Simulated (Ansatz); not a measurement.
A short molecular-dynamics run on SrSe2⁻.

```yaml
crystal:
  periodic: [false, false, false]
  atoms:
    - {symbol: Sr, position_ang: [0.005039, -0.012310, -0.004868]}
    - {symbol: Se, position_ang: [-2.565771, -0.921246, -0.244306]}
    - {symbol: Se, position_ang: [2.560732, 0.933556, 0.249174]}
basis:
  gaussian: {orbitals: def2-SVP}
total_charge: -1
magnetization: {spin_polarized: true, initial_magnetization: 1}
hamiltonian: {xc: {name: BLYP}, dispersion: d4}
md: {timestep: 1 fs, n_steps: 15, ensemble: nvt_nose_hoover, temperature: 500, initial_velocities: maxwell_boltzmann, seed: 939}
scf: {omitted_lower_state_checks: [starts]}
```

```sh
$ ansatz run in.yaml --threads 4 --pin off --events-out ev --progress --plain --max-ram 3916MiB
```

```json
{"step": "0", "time (fs)": "0.0", "potential energy (eV)": "-131523.6289", "kinetic (eV)": "0.0646", "T (K)": "500", "conserved (eV)": "-131523.5643"}
{"step": "1", "time (fs)": "1.0", "potential energy (eV)": "-131523.6293", "kinetic (eV)": "0.0650", "T (K)": "503", "conserved (eV)": "-131523.5643"}
{"step": "2", "time (fs)": "2.0", "potential energy (eV)": "-131523.6295", "kinetic (eV)": "0.0652", "T (K)": "504", "conserved (eV)": "-131523.5643"}
{"step": "3", "time (fs)": "3.0", "potential energy (eV)": "-131523.6295", "kinetic (eV)": "0.0652", "T (K)": "505", "conserved (eV)": "-131523.5643"}
{"step": "4", "time (fs)": "4.0", "potential energy (eV)": "-131523.6293", "kinetic (eV)": "0.0651", "T (K)": "504", "conserved (eV)": "-131523.5643"}
{"step": "5", "time (fs)": "5.0", "potential energy (eV)": "-131523.6290", "kinetic (eV)": "0.0648", "T (K)": "501", "conserved (eV)": "-131523.5643"}
{"step": "6", "time (fs)": "6.0", "potential energy (eV)": "-131523.6286", "kinetic (eV)": "0.0643", "T (K)": "498", "conserved (eV)": "-131523.5642"}
{"step": "7", "time (fs)": "7.0", "potential energy (eV)": "-131523.6280", "kinetic (eV)": "0.0637", "T (K)": "493", "conserved (eV)": "-131523.5642"}
{"step": "8", "time (fs)": "8.0", "potential energy (eV)": "-131523.6272", "kinetic (eV)": "0.0630", "T (K)": "487", "conserved (eV)": "-131523.5642"}
{"step": "9", "time (fs)": "9.0", "potential energy (eV)": "-131523.6263", "kinetic (eV)": "0.0621", "T (K)": "480", "conserved (eV)": "-131523.5642"}
{"step": "10", "time (fs)": "10.0", "potential energy (eV)": "-131523.6254", "kinetic (eV)": "0.0611", "T (K)": "473", "conserved (eV)": "-131523.5642"}
{"step": "11", "time (fs)": "11.0", "potential energy (eV)": "-131523.6243", "kinetic (eV)": "0.0600", "T (K)": "464", "conserved (eV)": "-131523.5642"}
{"step": "12", "time (fs)": "12.0", "potential energy (eV)": "-131523.6231", "kinetic (eV)": "0.0588", "T (K)": "455", "conserved (eV)": "-131523.5642"}
{"step": "13", "time (fs)": "13.0", "potential energy (eV)": "-131523.6218", "kinetic (eV)": "0.0575", "T (K)": "445", "conserved (eV)": "-131523.5642"}
{"step": "14", "time (fs)": "14.0", "potential energy (eV)": "-131523.6204", "kinetic (eV)": "0.0562", "T (K)": "435", "conserved (eV)": "-131523.5642"}
{"step": "15", "time (fs)": "15.0", "potential energy (eV)": "-131523.6190", "kinetic (eV)": "0.0548", "T (K)": "424", "conserved (eV)": "-131523.5642"}
```

Velocities are drawn at the set temperature; a run this short doesn't reach equilibrium.

In the def2 sets Sr takes a core potential; there is no spin–orbit coupling. The highest occupied level of an anion often lies above zero with these methods, and sets without diffuse functions describe the outer electron poorly.

Frames (Å, forces in eV/Å):

```xyz
3
time=0.0 fs
Sr    0.005   -0.012   -0.005   -0.004    0.003    0.001
Se   -2.566   -0.921   -0.244   -0.141   -0.053   -0.014
Se    2.561    0.934    0.249    0.145    0.050    0.013
3
time=1.0 fs
Sr    0.003   -0.012   -0.005    0.039    0.018    0.005
Se   -2.566   -0.922   -0.245   -0.152   -0.057   -0.015
Se    2.563    0.934    0.249    0.113    0.039    0.010
3
time=2.0 fs
Sr    0.000   -0.011   -0.004    0.081    0.033    0.009
Se   -2.566   -0.923   -0.245   -0.163   -0.060   -0.016
Se    2.566    0.934    0.249    0.081    0.027    0.007
3
time=3.0 fs
Sr   -0.002   -0.011   -0.004    0.123    0.048    0.013
Se   -2.566   -0.924   -0.245   -0.173   -0.064   -0.017
Se    2.569    0.934    0.249    0.051    0.016    0.004
3
time=4.0 fs
Sr   -0.005   -0.010   -0.004    0.163    0.062    0.017
Se   -2.566   -0.925   -0.246   -0.184   -0.067   -0.018
Se    2.572    0.934    0.249    0.020    0.006    0.001
3
time=5.0 fs
Sr   -0.007   -0.009   -0.003    0.203    0.076    0.020
Se   -2.566   -0.925   -0.246   -0.194   -0.071   -0.019
Se    2.575    0.935    0.249   -0.009   -0.005   -0.001
3
time=6.0 fs
Sr   -0.010   -0.009   -0.003    0.242    0.089    0.024
Se   -2.566   -0.926   -0.246   -0.204   -0.074   -0.020
Se    2.577    0.935    0.249   -0.038   -0.015   -0.004
3
time=7.0 fs
Sr   -0.012   -0.008   -0.003    0.280    0.103    0.027
Se   -2.566   -0.927   -0.247   -0.213   -0.078   -0.021
Se    2.580    0.935    0.249   -0.067   -0.025   -0.007
3
time=8.0 fs
Sr   -0.015   -0.008   -0.002    0.317    0.115    0.031
Se   -2.566   -0.928   -0.247   -0.223   -0.081   -0.021
Se    2.583    0.935    0.249   -0.094   -0.035   -0.009
3
time=9.0 fs
Sr   -0.017   -0.007   -0.002    0.353    0.128    0.034
Se   -2.567   -0.929   -0.247   -0.231   -0.084   -0.022
Se    2.586    0.935    0.249   -0.121   -0.044   -0.012
3
time=10.0 fs
Sr   -0.019   -0.006   -0.002    0.387    0.140    0.037
Se   -2.567   -0.930   -0.248   -0.240   -0.087   -0.023
Se    2.589    0.935    0.249   -0.147   -0.053   -0.014
3
time=11.0 fs
Sr   -0.021   -0.006   -0.001    0.420    0.151    0.040
Se   -2.567   -0.931   -0.248   -0.247   -0.089   -0.024
Se    2.591    0.936    0.249   -0.173   -0.062   -0.016
3
time=12.0 fs
Sr   -0.024   -0.005   -0.001    0.452    0.162    0.043
Se   -2.567   -0.932   -0.248   -0.255   -0.092   -0.024
Se    2.594    0.936    0.249   -0.198   -0.070   -0.018
3
time=13.0 fs
Sr   -0.026   -0.004   -0.001    0.483    0.172    0.046
Se   -2.568   -0.933   -0.249   -0.261   -0.094   -0.025
Se    2.597    0.936    0.249   -0.221   -0.078   -0.021
3
time=14.0 fs
Sr   -0.028   -0.003    0.000    0.512    0.182    0.048
Se   -2.568   -0.934   -0.249   -0.267   -0.096   -0.026
Se    2.599    0.936    0.249   -0.245   -0.086   -0.023
3
time=15.0 fs
Sr   -0.030   -0.003    0.000    0.539    0.191    0.050
Se   -2.568   -0.935   -0.249   -0.272   -0.098   -0.026
Se    2.602    0.936    0.249   -0.267   -0.093   -0.024
```

It took 23 s on 4 threads of Arm Neoverse V2 on a shared host.
